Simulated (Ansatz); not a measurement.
C$_{3}$H$_{4}$Al, SMILES `C#[C][Al][CH3]` radical. Charge 0, multiplicity 2.

Cartesian coordinates in Å:
```
C -1.119 0.783 2.331
C -0.294 0.463 1.502
Al 1.124 -0.020 0.303
C 0.629 -0.504 -1.532
H -1.851 1.063 3.055
H -0.061 -1.354 -1.503
H 0.094 0.334 -1.990
H 1.477 -0.764 -2.165
```

Q: What are the harmonic wavenumbers in cm⁻¹ at PBE0-D4/def2-TZVP (Ansatz, finite differences of forces, unscaled)? (An estimate is asked.)

A: Ansatz gave: 69, 110, 179, 277, 530, 549, 642, 699, 705, 747, 1190, 1426, 1439, 2101, 3033, 3110, 3149, 3455.

Q: Is this a minimum?

A: Yes, all 18 modes are real.

Q: Give the ideal-gas thermochemistry at 298.15 K and 1 bar (rigid rotor, harmonic oscillator; point group Cs, symmetry number 1).

A: Zero-point energy 140.0 kJ/mol; H(298) − E = 159.0 kJ/mol; entropy 329.9 J/(mol·K), of which translation 161.3, rotation 105.1, vibration 57.7, electronic 5.8; G(298) − E = 60.6 kJ/mol. Modes under 100 cm⁻¹ are hindered rotations or soft bends, so the harmonic entropy is rough.

Q: And at 400, 500, 600, 800 and 1000 K?

A: 
```
T (K)  H − E (kJ/mol)  S (J/mol/K)  G − E (kJ/mol)
  400           168.8        358.2            25.5
  500           179.6        382.2           -11.5
  600           191.3        403.5           -50.8
  800           216.7        439.9          -135.3
 1000           244.2        470.7          -226.4
```
